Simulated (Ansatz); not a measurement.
Isomers of C2H6AlNO, relaxed with PBE0-D4/def2-TZVP in Ansatz; electronic energies, one conformer each and not always the lowest. Functionals use def2-TZVPP; CBS adds triple-zeta CCSD(T) − MP2 to the MP2 limit of def2-TZVPP and def2-QZVPP.

Q: Order them by energy at frozen-core CCSD(T)/CBS, lowest first. (Estimate.)
A. `C[O][Al]1[CH2][NH]1`
B. `C/C(O)=[N]\[AlH2]`
C. `CC1[NH][AlH][O]1`
D. `[NH2][Al]1[CH2]C[O]1`
E. `O[CH]1C[NH][AlH]1`

A: D (0.0 kcal/mol), C (11.8 kcal/mol), B (31.2 kcal/mol), A (44.1 kcal/mol), E (54.9 kcal/mol).

Q: How do MP2/CBS(def2), PBE0-D4, B3LYP, HF/CBS(def2) place them (kcal/mol, against `[NH2][Al]1[CH2]C[O]1`)? (Best estimate.)

A: Ansatz gave: 
| isomer | MP2/CBS(def2) | PBE0-D4 | B3LYP | HF/CBS(def2) |
| --- | --- | --- | --- | --- |
| `O[CH]1C[NH][AlH]1` | 56.9 | 52.8 | 54.8 | 56.2 |
| `CC1[NH][AlH][O]1` | 12.3 | 11.8 | 12.7 | 10.1 |
| `C/C(O)=[N]\[AlH2]` | 33.8 | 29.3 | 25.9 | 22.2 |
| `C[O][Al]1[CH2][NH]1` | 45.0 | 44.5 | 41.9 | 42.3 |

B3LYP here is the variant with VWN-RPA as its local correlation; programs differ in this.
